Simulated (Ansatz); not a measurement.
Geometry optimisation, Ansatz 0.2.0, RKS PBE0/def2-SVP.

Input:

```yaml
crystal:
  periodic: [false, false, false]
  atoms:
    - { symbol: C, position_ang: [-1.82196, 0.76464, -1.50777] }
    - { symbol: C, position_ang: [-1.24468, -0.13517, -0.72182] }
    - { symbol: Ga, position_ang: [0.52744, 0.28315, 0.18629] }
    - { symbol: C, position_ang: [1.59967, -0.92238, 1.44596] }
    - { symbol: Cl, position_ang: [1.35193, 2.17607, -0.20764] }
    - { symbol: H, position_ang: [-0.39458, 0.54585, -0.76246] }
    - { symbol: H, position_ang: [-2.76455, 0.58941, -2.01159] }
    - { symbol: H, position_ang: [-1.72514, -1.09864, -0.56415] }
    - { symbol: H, position_ang: [1.50998, -0.55498, 2.47269] }
    - { symbol: H, position_ang: [1.27693, -1.96435, 1.42226] }
    - { symbol: H, position_ang: [2.65683, -0.87125, 1.16849] }
basis:
  gaussian: { orbitals: def2-SVP }
hamiltonian:
  xc: pbe0
relax:
  f_tol: 0.02
  max_steps: 50
```

Command:

```bash
$ ansatz run input.yaml --threads 2 --pin off --max-ram 3072MiB --backend cpu --events-out ev --progress --plain --runs-dir out
```

**Question.** Where does it end, and by what steps?

**Answer.** The run converged. The force dipped under the threshold on the way, but the program's further checks kept it going. After 40 steps the energy has fallen by 6.701 eV; H6 moved furthest, 2.26 Å. Parted: C2–Ga3 (2.03 → 2.88 Å), Ga3–H6 (1.35 → 3.03 Å). Joined: C1–Ga3 (2.94 → 1.94 Å).

| step | energy less start (eV) | largest force component (eV/Å) | accepted |
| --- | --- | --- | --- |
| 0 | 0.0000 | 6.354 | yes |
| 2 | -2.0882 | 1.149 | yes |
| 4 | -2.8416 | 1.849 | yes |
| 6 | -3.4255 | 0.582 | yes |
| 8 | -3.6724 | 0.573 | yes |
| 10 | -3.9780 | 0.908 | yes |
| 12 | -4.8897 | 2.674 | yes |
| 14 | -5.8661 | 0.612 | yes |
| 16 | -6.2595 | 0.816 | yes |
| 18 | -6.4724 | 0.500 | yes |
| 20 | -6.5831 | 0.216 | yes |
| 22 | -6.6291 | 0.257 | yes |
| 24 | -6.6669 | 0.283 | yes |
| 26 | -6.6832 | 0.299 | yes |
| 28 | -6.6992 | 0.031 | yes |
| 30 | -6.7004 | 0.036 | yes |
| 32 | -6.7007 | 0.015 | yes |
| 34 | -6.7008 | 0.031 | yes |
| 36 | -6.7011 | 0.048 | yes |
| 38 | -6.7012 | 0.045 | yes |
| 40 | -6.7013 | 0.008 | yes |

```xyz
11
Properties=species:S:1:pos:R:3
C -0.986 0.456 -0.908
C -1.284 -0.767 -1.368
Ga 0.361 0.726 0.469
C 1.469 -0.593 1.392
Cl 0.668 2.797 1.049
H -0.788 -1.671 -0.993
H -1.521 1.317 -1.327
H -2.041 -0.935 -2.144
H 1.332 -0.495 2.480
H 1.232 -1.624 1.095
H 2.530 -0.397 1.175
```

The run took 2.5 min on 2 threads of Arm Neoverse V2, with other jobs on the host, peak memory 0.32 GiB.
